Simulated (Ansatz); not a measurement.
Cost and result for the atomization energy of C$_{2}$H$_{8}$Al$_{2}$Cl$_{2}$, SMILES `[CH3][Al@H-]1[Cl+][Al@@H-]([CH3])[Cl+]1` (14 atoms, 14 bonds).

```xyz
14

C    -2.222   -1.184    0.108
Al   -1.604    0.500    0.845
Cl   -0.547    1.695   -0.820
Al    1.482    1.151    0.133
C     2.326   -0.225   -0.943
Cl    0.410    0.148    1.912
H    -1.436   -1.692   -0.459
H    -2.552   -1.864    0.899
H    -3.071   -1.031   -0.565
H    -2.423    1.527    1.715
H     2.126    2.487    0.664
H     1.637   -1.043   -1.168
H     2.682    0.183   -1.894
H     3.192   -0.651   -0.427
```

The species carries charge 0 and has multiplicity 1. All single points use the PBE0-D4/def2-TZVP geometry. Program: Ansatz. All runs use 2 threads of an AMD EPYC 7R13 on a shared host and a share of an NVIDIA H100 80 GB. Times are those of one run each, without the atoms' runs, and a repeat can differ threefold. Electronic energies, without spin–orbit coupling; frozen cores. CCSD(T)/CBS adds CCSD(T) − MP2 in def2-TZVPP to the MP2 limit, and its time is that of the two runs behind it. T1 = 0.008. B3LYP takes the VWN-RPA correlation (the form of Gaussian; ORCA's B3LYP/G). HSE06 is the plane-wave form, built on full-range PBE exchange.

CCSD(T)/CBS is a level of theory with its own doubt, some kJ/mol a heavy atom from the limit and from the frozen cores, so smaller differences don't rank the functionals.

```json
{"level": "LDA (SPW92)/def2-TZVPP", "functions": "342", "wall time": "1.6 s"}
{"level": "CCSD(T)/def2-SVP", "functions": "140", "wall time": "1.6 s"}
{"level": "BHLYP-D4/def2-TZVPP", "functions": "342", "wall time": "1.7 s"}
{"level": "PBE0-D4/def2-TZVPP", "functions": "342", "wall time": "1.7 s"}
{"level": "PBE-D4/def2-TZVPP (with forces)", "functions": "342", "wall time": "2 s"}
{"level": "r2SCANh-D4/def2-TZVPP", "functions": "342", "wall time": "2 s"}
{"level": "HSE06-D4/def2-TZVPP", "functions": "342", "wall time": "2 s"}
{"level": "B3LYP-D4/def2-TZVPP (with forces)", "functions": "342", "wall time": "2.2 s"}
{"level": "B97M-V/def2-TZVPP", "functions": "342", "wall time": "2.4 s"}
{"level": "ωB97X-V/def2-TZVPP", "functions": "342", "wall time": "2.5 s"}
{"level": "MP2/def2-QZVPP", "functions": "634", "wall time": "3.3 s"}
{"level": "CCSD(T)/def2-TZVPP", "functions": "342", "wall time": "6 s"}
{"level": "CCSD(T)/CBS(def2)", "functions": "–", "wall time": "9.3 s"}
```

(1) What atomization energy does each give, and how far from CCSD(T)/CBS? (Estimate.)

## Answers

(1) Computed: 
| level | atomization (kcal/mol) | difference from CCSD(T)/CBS | per bond |
| --- | --- | --- | --- |
| LDA (SPW92)/def2-TZVPP | 1263.4 | 121.7 | 8.7 |
| CCSD(T)/def2-SVP | 1085.5 | -56.2 | -4.0 |
| BHLYP-D4/def2-TZVPP | 1118.1 | -23.6 | -1.7 |
| PBE0-D4/def2-TZVPP | 1135.7 | -6.0 | -0.4 |
| PBE-D4/def2-TZVPP (with forces) | 1140.6 | -1.1 | -0.1 |
| r2SCANh-D4/def2-TZVPP | 1142.2 | 0.5 | 0.0 |
| HSE06-D4/def2-TZVPP | 1136.1 | -5.6 | -0.4 |
| B3LYP-D4/def2-TZVPP (with forces) | 1132.2 | -9.5 | -0.7 |
| B97M-V/def2-TZVPP | 1152.0 | 10.3 | 0.7 |
| ωB97X-V/def2-TZVPP | 1142.7 | 1.0 | 0.1 |
| MP2/def2-QZVPP | 1142.7 | 1.0 | 0.1 |
| CCSD(T)/def2-TZVPP | 1114.5 | -27.2 | -1.9 |
| CCSD(T)/CBS(def2) | 1141.7 | 0.0 | 0.0 |

Leaving LDA and LC-ωPBE aside and taking each functional with its dispersion term where it has one, the values spread over 34.0 kcal/mol, from BHLYP-D4 to B97M-V. LDA lies +132.0 kcal/mol from PBE without D4, its usual overbinding. From PBE to PBE0 (25 % exact exchange), in def2-TZVPP and without D4, the atomization energy moves by −3.7 kcal/mol: exact exchange takes away binding that semilocal exchange gives to molecules. In def2-TZVPP, CCSD(T) changes the Hartree–Fock value by +234.6 kcal/mol (the triples alone add +13.3 kcal/mol) and MP2 by +246.8 kcal/mol; breaking electron pairs costs correlation energy, which Hartree–Fock lacks.
